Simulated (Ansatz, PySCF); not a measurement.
Gas-phase reaction in SMILES: [SiH2-][AsH2] -> [SiH3][AsH-]
Geometries: B3LYP-D3(BJ)/def2-TZVP minima from Ansatz (an electronic-structure program), one conformer each, not searched for the lowest.

Property: isomerisation energy (enthalpy at 298 K, with B3LYP-D3(BJ) rigid-rotor harmonic-oscillator terms from PySCF), in kJ/mol. Correlated levels leave the core frozen unless marked. No spin-orbit coupling. Frozen are the shells of the preceding noble gas and the d and f shells that filled before the atom's block. No relativistic terms. Anions need diffuse functions: def2-D sets add few; the other sets have none. CBS marks a two-point X^-3 extrapolation of the correlation energy; Hartree-Fock from the larger set. The bracket is a focal-point correction in the basis named.

```
level                                                                 program  isomerisation energy (kJ/mol)  minus last row
-------------------------------------------------------------  --------------  -----------------------------  --------------
HF/def2-QZVPP                                                          Ansatz                          -82.0           -13.4
BLYP-D4/def2-TZVPD                                             Ansatz + dftd4                          -51.1            17.5
TPSS-D3(BJ)/def2-TZVPD                                          PySCF + dftd3                          -62.3             6.3
M06-L/def2-TZVPD                                                        PySCF                          -66.6             2.0
r2SCAN/def2-TZVPD                                                      Ansatz                          -65.8             2.8
B3LYP-D3(BJ)/def2-TZVPD                                        Ansatz + dftd3                          -59.7             8.9
B3LYP-D4/def2-TZVPD                                            Ansatz + dftd4                          -59.5             9.1
PBE0-D4/def2-TZVP                                              Ansatz + dftd4                          -56.6            12.0
r2SCANh-D4/def2-TZVPD                                          Ansatz + dftd4                          -67.5             1.1
r2SCAN0/def2-TZVPD                                                     Ansatz                          -70.5            -1.9
CAM-B3LYP/def2-TZVPD                                                   Ansatz                          -67.1             1.5
LC-wPBE/def2-TZVPD                                                     Ansatz                          -72.2            -3.6
RPA@PBE/def2-TZVPP                                                     Ansatz                          -53.0            15.6
RI-MP2/CBS(def2-TZVPPD,def2-QZVPPD)                                    Ansatz                          -79.3           -10.7
SCS-MP2/STO-3G                                                         Ansatz                          -40.9            27.7
CCSD/6-31G*                                                            Ansatz                          -63.0             5.6
CCSD/def2-SVPD                                                         Ansatz                          -52.6            16.0
CCSD(T)/6-31G                                                          Ansatz                          -38.7            29.9
CCSD(T)/6-31G*                                                         Ansatz                          -62.9             5.7
CCSD(T)/def2-TZVPP                                                     Ansatz                          -59.1             9.5
RI-MP2/CBS(def2-TZVPPD,def2-QZVPPD)+[CCSD(T)-MP2]/def2-TZVPPD          Ansatz                          -68.6             0.0
```
